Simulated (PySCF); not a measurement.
Here is a job for PySCF.
```python
from pyscf import gto, scf, dft

mol = gto.Mole()
mol.atom = '''
    Ge    0.009689   -0.006771    0.301893
    F     0.795187    1.454606   -0.530416
    F    -0.829637   -1.430529   -0.542983
'''
mol.basis = 'def2-svp'
mol.charge = 1
mol.spin = 1
mol.verbose = 4
mol.build()

mf = dft.UKS(mol)
mf.xc = 'pbe'
mf.kernel()
mf.analyze()
```

Task: Estimate the <S^2> that PBE/def2-SVP (PySCF) returns for this input.

Result: 0.753

Task: What HOMO energy does PBE/def2-SVP give?

Result: -15.99 eV

Task: What total energy does PBE/def2-SVP give?

Result: -2275.4230 Eh

Task: Predict the number of basis functions from PBE/def2-SVP.

Result: 60

Task: Give the nuclear repulsion energy at the level PBE/def2-SVP.

Result: 177.1572 Eh

These values belong to the state on which the SCF converged, which isn't shown to be the lowest.
